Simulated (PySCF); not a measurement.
C₇H₁₄OSi.
Structure used (PBE0-D3(BJ)/def2-SVP), in Å, numbered top down from 1:
```
atom  x, y, z in Å
C1    -3.0720   -0.5372    1.1565
C2    -1.6124   -0.6070    1.6115
Si3   -0.4789   -0.0003    0.2299
C4     1.2428    0.4321    0.7968
C5     2.3979    0.3944   -0.1763
C6     2.3052   -0.6370    0.8978
C7    -1.4409    1.4611   -0.4773
C8    -2.9346    1.1281   -0.5240
O9    -3.4584    0.7395    0.7192
H10   -3.2528   -1.2831    0.3532
H11   -3.7515   -0.7896    1.9861
H12   -1.4786    0.0454    2.4918
H13   -1.3566   -1.6313    1.9282
H14   -0.3523   -1.0706   -0.8182
H15    1.3009    1.2202    1.5574
H16    3.1654    1.1682   -0.0882
H17    2.1981    0.0841   -1.2068
H18    2.0419   -1.6599    0.6098
H19    3.0075   -0.5798    1.7339
H20   -1.2883    2.3361    0.1781
H21   -1.0783    1.7426   -1.4796
H22   -3.5199    2.0075   -0.8364
H23   -3.1198    0.3332   -1.2779
```

Level of theory: PBE0-D3(BJ)/def2-SVP geometry optimisation, gas phase (PySCF).

Masses are those of the commonest isotopes; rigid-rotor values at the optimised geometry. The values belong to one conformer with, in the numbering `[CH2:1]1[CH2:2][SiH:3]([CH:4]2[CH2:5][CH2:6]2)[CH2:7][CH2:8][O:9]1`, C2–Si3–C4–C5 155°, O9–C1–C2–Si3 -55°, C1–C2–Si3–C4 163°, Si3–C4–C5–C6 -109°, C2–Si3–C7–C8 -40°.

Question: Give the principal moments of inertia and the rotational constants in GHz.

Answer: Ia = 158.57, Ib = 645.24, Ic = 752.95 u·Å²; 505379 MHz·u·Å²/I gives 3187, 783.2 and 671.2 MHz, that is A = 3.1871, B = 0.7832, C = 0.6712 GHz.

Question: Classify the top.

Answer: A near-prolate asymmetric top: κ = (2 × 783.2 − 3187 − 671.2)/(3187 − 671.2) = -0.91.

Question: What does the inertial defect say?

Answer: Not planar: Δ = Ic − Ia − Ib = -50.86 u·Å². For a rigid frame Δ = −2 Σ m c², so Σ m c² = 25.43 u·Å² lies off the ab plane: 15.63 from hydrogen and 9.80 from heavier atoms. The atom farthest from that plane is 1.78 Å away.

Question: Which lines would a microwave search look for?

Answer: The dipole components are |μa| = 1.27 D, |μb| = 0.00 D, |μc| = 0.12 D; the mirror of this Cs structure is the ac plane, so μb vanishes by symmetry and there are no b-type lines. Intensities carry the squares of the components, which stand as 1.00 : 0.01 (a : c). Some lines, for components of 0.1 D or more:

| type | branch | J(Ka,Kc) | MHz | lower level (cm⁻¹) |
| --- | --- | --- | --- | --- |
| a | R | 1(0,1) ← 0(0,0) | 1454 | 0.000 |
| c | Q | 5(1,5) ← 5(0,5) | 1726 | 0.723 |
| a | R | 2(1,2) ← 1(1,1) | 2797 | 0.129 |
| c | R | 1(1,0) ← 0(0,0) | 3970 | 0.000 |
| a | R | 3(2,1) ← 2(2,0) | 4379 | 0.474 |
| c | Q | 5(2,4) ← 5(1,4) | 6556 | 0.837 |
| c | Q | 3(2,2) ← 3(1,2) | 7046 | 0.384 |
| c | R | 3(1,2) ← 2(0,2) | 7161 | 0.145 |
| c | Q | 2(2,1) ← 2(1,1) | 7212 | 0.233 |
| a | R | 5(4,1) ← 4(4,0) | 7281 | 1.798 |
| a | R | 5(2,3) ← 4(2,2) | 7339 | 0.815 |
| a | R | 5(1,4) ← 4(1,3) | 7535 | 0.586 |
| c | R | 2(2,1) ← 1(1,1) | 10345 | 0.129 |
| c | R | 5(1,4) ← 4(0,4) | 10602 | 0.483 |
| c | R | 5(2,4) ← 4(1,4) | 15211 | 0.548 |
| c | R | 3(3,0) ← 2(2,0) | 16662 | 0.474 |
| c | R | 5(3,3) ← 4(2,3) | 19597 | 0.813 |
| c | R | 5(4,1) ← 4(3,1) | 24493 | 1.224 |
| c | R | 5(5,1) ← 4(4,1) | 29412 | 1.798 |

Question: Estimate the classical rotational partition function at 25 K, 50 K and 298.15 K.

Answer: Point group Cs, symmetry number σ = 1; q = (√π/σ)·√((kT/h)³/(ABC)), k/h = 20836.6 MHz/K: 16300 at 25 K, 46000 at 50 K, 670000 at 298.15 K.

Stationary, but not proved a minimum. Zero-point vibration and centrifugal distortion are left out.
